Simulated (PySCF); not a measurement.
## LiTe⁻ at M06-2X

Computed with M06-2X; Li aug-cc-pVDZ, Te aug-cc-pVDZ-PP with ECP28; scalar-relativistic core potentials (PySCF 2.14).

```
state                                                                                                              : ¹Σ⁺ (singlet), closed shell
bond length                                                                                                        : 2.388 Å
harmonic wavenumber                                                                                                : 512 cm⁻¹
force constant                                                                                                     : 1.03 mdyn/Å
rotational constant Be                                                                                             : 0.4442 cm⁻¹
anharmonicity ωexe                                                                                                 : 2.51 cm⁻¹
vibration–rotation constant αe                                                                                     : 0.00365 cm⁻¹
HOMO–LUMO gap                                                                                                      : 2.34 eV
bond order (Mayer)                                                                                                 : 1.82
dipole moment (positive dipole points towards Te; it is taken about the centre of mass and depends on that origin) : -4.06 D
```

These are scalar-relativistic numbers at best; spin–orbit coupling would shift them, the dissociation energy most.
